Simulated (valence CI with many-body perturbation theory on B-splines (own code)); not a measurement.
# E1 transitions of Cr10+

Level of theory: valence CI with perturbative core correlation (CI+MBPT): four valence electrons over a frozen Dirac-Fock core [Ne], a basis of 11 s, 11 p, 9 d, 7 f, 5 g, 2 h, 1 i functions for each j, with the one-electron correlation potential Σ1, the two-electron term Σ2, the three-electron term Σ3, Breit, model QED; selected CI, second order for the rest, scaled by the run's own slope (own B-spline code, finite nucleus).

No measured spectrum was set against this ion. As an estimate, levels of excited configurations hold to 0.05 to 0.15 % of their energy, terms of the ground configuration to about 0.5 %.

Lines 51 to 100 of 226 in falling wavelength, among levels below 703980 cm⁻¹, chosen from the strongest by gf and those to the six lowest levels. Wavelengths and rates use the calculated energies, so an error of 200 cm⁻¹ moves a line at 378.6 Å by 0.076 % and its rate by three times that or more. Electric multipoles are in the length gauge, E1 and E2 with the static RPA response of the core. Weak lines are less certain than strong ones. Lines between different terms over intervals too small for the method are left out, as are lines whose strength nearly cancels. The highest levels of a list are the least certain.

Names give the largest LS component (configuration and term), which can be under half, so a name can repeat, a term be missing and a line seem to break the LS rules; names also repeat where a configuration has a term twice. Letters in brackets count levels of one name in rising energy.

```
λ vac (Å)               Upper                Lower   A (s⁻¹)  log gf  Branch %
    378.6      3s.3p2.3d 1P_1  3s2.3p.3d 3P°_2 [a]  1.43e+09   -1.03       3.8
    378.6      3s.3p2.3d 3G_5      3s2.3p.3d 3F°_4  5.10e+09    0.08     100.0
    377.7  3s.3p2.3d 3P_2 [b]      3s2.3p.3d 3P°_1  2.84e+08   -1.52       0.7
    376.5  3s.3p2.3d 3D_3 [b]  3s2.3p.3d 3P°_2 [a]  6.86e+08   -0.99       2.9
    375.7  3s.3p2.3d 3P_1 [a]         3s.3p3 3S°_1  8.89e+08   -1.25       2.6
    375.2        3s.3p3 3P°_1         3s2.3p2 3P_2  8.46e+08   -1.27      26.7
    374.8        3s.3p3 3P°_2         3s2.3p2 3P_2  2.50e+09   -0.58      85.3
    372.8      3s.3p2.3d 3G_3      3s2.3p.3d 3F°_3  3.05e+08   -1.35       5.2
    372.3  3s.3p2.3d 3P_1 [b]  3s2.3p.3d 3P°_2 [a]  6.84e+08   -1.37       1.7
    371.4      3s.3p2.3d 3G_4      3s2.3p.3d 3F°_3  5.23e+09   -0.01      95.3
    371.1        3s.3p3 1D°_2         3s2.3p2 1D_2  4.31e+09   -0.35      98.0
    370.3            3p4 3P_2         3s.3p3 3D°_3  4.29e+09   -0.36      64.1
    368.8  3s.3p2.3d 3P_2 [b]  3s2.3p.3d 3P°_2 [a]  2.98e+08   -1.52       0.8
    368.3            3p4 3P_2         3s.3p3 3D°_2  1.03e+09   -0.98      15.4
    366.8      3s.3p2.3d 3G_3      3s2.3p.3d 3F°_2  5.33e+09   -0.12      91.3
    366.8        3s.3p3 3P°_0         3s2.3p2 3P_1  3.20e+09   -1.19     100.0
    366.4        3s.3p3 3P°_1         3s2.3p2 3P_1  1.29e+09   -1.11      40.8
    366.1      3s.3p2.3d 3S_1  3s2.3p.3d 3P°_2 [b]  6.44e+08   -1.41       1.6
    366.0        3s.3p3 3P°_2         3s2.3p2 3P_1  4.28e+08   -1.37      14.6
    363.8      3s.3p2.3d 3S_1      3s2.3p.3d 3P°_1  1.10e+09   -1.18       2.8
    359.1        3s.3p3 3P°_1         3s2.3p2 3P_0  9.93e+08   -1.24      31.3
    357.8            3p4 3P_1         3s.3p3 3D°_2  3.77e+09   -0.66      54.6
    357.7            3p4 3P_1         3s.3p3 3D°_1  1.52e+09   -1.06      22.0
    355.5      3s.3p2.3d 3S_1  3s2.3p.3d 3P°_2 [a]  7.24e+08   -1.39       1.8
    355.0        3s.3p3 3S°_1         3s2.3p2 1S_0  2.87e+08   -1.79       0.6
    354.8            3p4 3P_0         3s.3p3 3D°_1  5.23e+09   -1.01      74.5
    347.0            3p4 1D_2         3s.3p3 3D°_3  3.80e+08   -1.46       8.9
    339.5        3s.3p3 1D°_2         3s2.3p2 3P_2  4.94e+07   -2.37       1.1
    336.0  3s.3p2.3d 3F_3 [b]      3s2.3p.3d 3F°_4  3.38e+08   -1.40       0.8
    335.9        3s.3p3 1P°_1         3s2.3p2 1S_0  3.27e+09   -0.78      10.3
    332.9  3s.3p2.3d 3F_2 [b]      3s2.3p.3d 3F°_3  5.62e+08   -1.33       1.4
    332.2        3s.3p3 1D°_2         3s2.3p2 3P_1  3.70e+07   -2.51       0.8
    330.1  3s.3p2.3d 3F_4 [b]      3s2.3p.3d 3F°_4  3.09e+09   -0.34       6.9
    329.0  3s.3p2.3d 3F_3 [b]      3s2.3p.3d 3F°_3  3.32e+09   -0.42       8.0
    328.2  3s.3p2.3d 3F_2 [b]      3s2.3p.3d 3F°_2  4.36e+09   -0.45      10.9
    327.6  3s.3p2.3d 3D_3 [b]      3s2.3p.3d 3F°_4  3.08e+08   -1.46       1.3
    324.5  3s.3p2.3d 3D_2 [b]      3s2.3p.3d 3F°_3  6.02e+08   -1.32       2.2
    324.3  3s.3p2.3d 3F_3 [b]      3s2.3p.3d 3F°_2  3.18e+08   -1.45       0.8
    318.0      3s.3p2.3d 1P_1      3s2.3p.3d 3F°_2  1.12e+09   -1.29       3.0
    312.8        3s.3p3 3S°_1         3s2.3p2 1D_2  7.57e+08   -1.48       1.6
    301.6     3s2.3p.3d 3F°_2         3s2.3p2 1D_2  1.62e+08   -1.96      60.5
    300.0  3s.3p2.3d 3P_2 [b]         3s.3p3 3S°_1  4.62e+08   -1.51       1.2
    298.9  3s.3p2.3d 3D_1 [c]      3s2.3p.3d 3F°_2  2.17e+10   -0.06      63.5
    297.8            3p4 3P_2         3s.3p3 5S°_2  1.11e+07   -3.13       0.2
    297.8        3s.3p3 1P°_1         3s2.3p2 1D_2  2.32e+10   -0.03      73.2
    297.7     3s2.3p.3d 3F°_3         3s2.3p2 1D_2  1.66e+07   -2.81      10.4
    295.6  3s.3p2.3d 3P_2 [a]         3s.3p3 3P°_2  3.33e+09   -0.66      10.1
    295.4  3s.3p2.3d 3P_2 [a]         3s.3p3 3P°_1  1.45e+09   -1.02       4.4
    290.9            3p4 3P_1         3s.3p3 5S°_2  2.35e+06   -4.05       0.0
    290.5  3s.3p2.3d 3P_1 [a]         3s.3p3 3P°_2  4.98e+09   -0.72      14.8
```
